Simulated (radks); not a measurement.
Values are calculated unless marked as measured or tabulated.
Ionisation of Nb, [Kr] 4d4 5s1, to Nb+, [Kr] 4d4, under several functionals. Non-relativistic Kohn-Sham, spin-polarised, spherical densities, point nucleus; open shells are filled with parallel spins first (spin-orbit coupling, left out, can overturn this in heavy ions); a radial shooting solver on a logarithmic mesh with Libxc functionals.

functional                                        E(Nb) (hartree)  Exc (hartree)  IE (eV)  -e(HOMO) (eV)  <r> HOMO (bohr)  IE error (eV)
PW91                                                  -3755.81044     -117.41017    6.868          3.965            2.139         +0.109
TASK exchange with Perdew-Wang LDA correlation        -3754.59649     -116.22463    6.754          4.098            2.106         -0.005
RPBE                                                  -3755.40550     -117.00045    6.709          3.889            2.135         -0.050
Tao-Mo meta-GGA                                       -3754.70388     -116.28315    6.643          3.828            2.136         -0.116
LDA (Slater exchange, VWN5 correlation)               -3751.29562     -112.82418    7.039          4.021            2.146         +0.280
LDA (Slater exchange, Perdew-Zunger correlation)      -3751.27311     -112.79953    7.040          4.003            2.149         +0.281
TPSS                                                  -3755.41345     -116.99989    6.623          3.864            2.135         -0.136
LDA (Slater exchange, Perdew-Wang correlation)        -3751.27853     -112.80655    7.039          4.018            2.147         +0.280
XLYP                                                  -3756.02749     -117.61871    6.665          3.649            2.147         -0.094
exchange-only B88                                     -3753.66722     -115.21279    6.610          3.417            2.192         -0.149

NIST Atomic Spectra Database: 6.759 eV (measured). Closest: TASK exchange with Perdew-Wang LDA correlation. The Delta-SCF values span 0.43 eV, the total energies 4.75 hartree. The highest occupied level is 4d. Relativity is left out here, which matters for elements this heavy. Open shells are spherical and high-spin; term and fine-structure splittings are not resolved.
